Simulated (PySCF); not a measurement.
## Two-component Hartree-Fock for Cd⁺ (cadmium, charge +1)

Start: [Kr] 4d10 5p1; 5p3/2 filled at m_j = +3/2. Calculated with PySCF 2.14 in x2c-TZVPall-2c (8s9p7d1f, 77 functions): generalised Hartree-Fock with the X2C-1e Hamiltonian and a Gaussian nucleus; one run each with spin-orbit coupling (SO) switched off, then screened by Boettger's factors. This is a chosen level, not necessarily the ground level.

```tsv
spinor shell	electrons	ε, spin-free (eV)	ε, screened SO (eV)	weight of nominal j (screened SO)	rms radius, screened SO (bohr)
1s1/2	2	-26856.5	-26854.4	1.000	0.0348
2s1/2	2	-4084.2	-4083.7	1.000	0.142
2p1/2	2	-3658.7	-3792.1	1.000	0.124
2p3/2	4	-3658.7	-3597.5	1.000	0.128
3s1/2	2	-807.62	-807.54	1.000	0.381
3p1/2	2	-664.61	-689.29	1.000	0.375
3p3/2	4	-664.61	-653.33	1.000	0.386
3d3/2	4	-441.34	-445.65	1.000	0.362
3d5/2	6	-441.34	-438.45	1.000	0.365
4s1/2	2	-139.28	-139.32	1.000	0.943
4p1/2	2	-95.205	-99.479	1.000	1.01
4p3/2	4	-95.205	-93.337	1.000	1.04
4d3/2	4	-29.952	-30.502	0.996	1.35
4d5/2	6	-29.952	-29.689	0.997	1.37
5p3/2	1	-10.440	-10.356	1.000	3.93
```

```tsv
quantity	spin-free	screened SO
E (hartree)	-5590.31523	-5591.43690
M_J	3/2	3/2
⟨J²⟩	3.754	3.754
⟨L²⟩	2.002	2.018
⟨S²⟩	0.751	0.767
```

Breit and QED terms are absent; they matter most for the inner s and p1/2 levels.

Densities and radii are taken from the X2C orbitals without a picture-change correction, which distorts them close to the nucleus.

Without spin-orbit coupling the j labels of p, d and f shells carry no meaning; the spin-free column gives the mean over the occupied spinors of each nl shell.
